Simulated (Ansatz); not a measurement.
Ansatz (a first-principles code) input:

Ansatz 0.2 input:
```yaml
crystal:
  periodic: [false, false, false]
  atoms:
    - {symbol: Si, position_ang: [-0.00056417, -0.41321329, -0.17083413]}
    - {symbol: O, position_ang: [1.53051461, -0.31946916, -0.22955714]}
    - {symbol: F, position_ang: [-0.69888519, -0.13595557, 1.33652406]}
    - {symbol: F, position_ang: [-0.84166460, 0.83560740, -0.92831766]}
basis:
  gaussian:
    orbitals: def2-TZVP
hamiltonian:
  xc: b3lyp
  dispersion: d3bj
total_charge: -1
magnetization: {spin_polarized: true, initial_magnetization: 1}
relax: {f_tol: 0.002, max_steps: 150}
```

### Question
Which total energy does the run end on?

### Answer
-564.74313 Eh (B3LYP-D3(BJ)/def2-TZVP). The basis has 130 functions.
